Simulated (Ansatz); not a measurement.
Cartesian coordinates in Å:
```
C 0.455 0.972 -1.652
S 0.051 -0.766 -1.460
C 0.465 -1.008 0.278
Ge -0.868 -0.266 1.520
H 1.514 1.151 -1.459
H 0.239 1.231 -2.689
H -0.151 1.604 -1.000
H 0.505 -2.089 0.430
H 1.465 -0.618 0.483
H -2.186 -1.035 1.348
H -1.110 1.223 1.223
H -0.378 -0.400 2.976
```

Total charge 0; spin multiplicity 1.

Problem. List the PBE/def2-TZVPP orbital energies in eV (Ansatz). (Estimate.)

Solution. The calculation gave: Occupied: -10804.25, -2395.66, -1337.63, -1191.04, -1191.04, -1191.04, -269.73, -269.54, -208.56, -162.21, -154.75, -154.64, -154.43, -113.65, -113.64, -113.64, -29.48, -29.48, -29.47, -29.42, -29.41, -19.94, -17.49, -14.84, -13.26, -11.05, -10.72, -10.38, -9.13, -8.69, -8.09, -8.05, -7.49, -5.02. Lowest empty: -0.30, 0.07, 0.47, 0.60, 0.94, 1.24, 1.50, 1.70.
